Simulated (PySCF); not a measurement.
Sb(OMe)(SiH3)2 (CH9OSbSi2), SMILES C[O][Sb]([SiH3])[SiH3]. Atoms are numbered in the order given.

```xyz
14

Sb     0.0570    -0.0814     0.7158
O     -0.2510    -1.6658    -0.5246
C     -1.5715    -2.1126    -0.6843
H     -2.2256    -1.3658    -1.1850
H     -1.5491    -3.0118    -1.3241
H     -2.0624    -2.3956     0.2707
Si     2.1376     0.4803    -0.7165
H      3.1240    -0.6301    -0.5671
H      2.7581     1.7516    -0.2292
H      1.7659     0.6290    -2.1548
Si    -1.3189     1.6121    -0.7154
H     -2.7663     1.5957    -0.3395
H     -1.1897     1.2973    -2.1706
H     -0.7855     2.9867    -0.4566
```
Charge 0, spin multiplicity 1.

Coordinates come from a r2SCAN-D4/def2-SVP optimisation. The def2 effective core potentials stand for the cores of Sb; spin–orbit coupling is left out. One conformer was computed; it need not be the lowest.

Method: ωB97X/def2-TZVP in PySCF.

ESP charges are fitted to the potential on shells at 1.4 to 2.0 van der Waals radii. Atomic charges (e):

```tsv
atom	Mulliken	ESP fit	Löwdin
Sb1	0.47	0.13	0.36
O2	-0.53	-0.25	-0.17
C3	-0.16	-0.28	-0.43
H4	0.09	0.11	0.09
H5	0.12	0.13	0.11
H6	0.10	0.12	0.09
Si7	0.03	0.10	0.09
H8	-0.01	-0.02	-0.03
H9	-0.03	-0.03	-0.04
H10	-0.01	-0.03	-0.03
Si11	-0.03	0.15	0.06
H12	-0.02	-0.05	-0.04
H13	-0.01	-0.04	-0.03
H14	-0.02	-0.04	-0.04
```
